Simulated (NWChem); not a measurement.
A series in which one site is exchanged, each optimised at PBE0/def2-SVP with NWChem, gas phase unless a solvent is named. All stand in one matching conformer (torsions within 35°), which need not be the lowest. This build's default masses of Se (78.918 u) and Br (79.917 u) are each other's, which moves their modes by up to 0.6 %. Shieldings are non-relativistic GIAO values without spin-orbit effects.

A: Cl[SiH](N)N (SiN2H5Cl; site = H)
B: N[Si](N)(Cl)Br (SiN2H4BrCl; site = Br)
C: N[Si](Cl)(N)F (SiN2H4ClF; site = F)
D: N[Si](Cl)(N)Cl (SiN₂H₄Cl₂; site = Cl)

Values for A:

static polarisability, CAM-B3LYP/def2-SVPD (bohr³): 56.7
SMD solvation free energy in water, PBE0/def2-SVP (kcal/mol): -3.3
29Si shift against tetramethylsilane, KT2/pcSseg-1 (ppm): -24.0

How do these values change for the other members?


```
change from A                                                     B     C      D
------------------------------------------------------------  -----  ----  -----
static polarisability, CAM-B3LYP/def2-SVPD (bohr³)            +18.9  -3.0  +10.9
SMD solvation free energy in water, PBE0/def2-SVP (kcal/mol)   -1.5  -1.2   -1.1
29Si shift against tetramethylsilane, KT2/pcSseg-1 (ppm)      +15.5  -7.3   +9.1
```
